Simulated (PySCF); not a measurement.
Electron correlation in Se⁺ (selenium, charge +1)

[Ar] 3d10 4s1 4p3 4d1, high-spin 6D determinant (an excited configuration). Computed with PySCF 2.14 in x2c-TZVPPall with one added diffuse shell each of s, p, d type (7s6p5d1f, 57 functions), with scalar relativity by spin-free X2C-1e. Frozen: [Ar] 3d10; 5 electrons correlated.

MP2 pair energies summed by pair of shells (mhartree):

| pair | energy | share (%) |
| --- | --- | --- |
| 4p-4p | -13.67 | 56.6 |
| 4p-4d | -6.66 | 27.6 |
| 4s-4p | -3.00 | 12.4 |
| 4s-4d | -0.80 | 3.3 |

Total MP2 correlation energy: -24.14 mhartree.

Same-spin part -24.14 and opposite-spin part 0.00 mhartree; SCS-MP2 scales them by 1/3 and 6/5 to -8.05 mhartree.
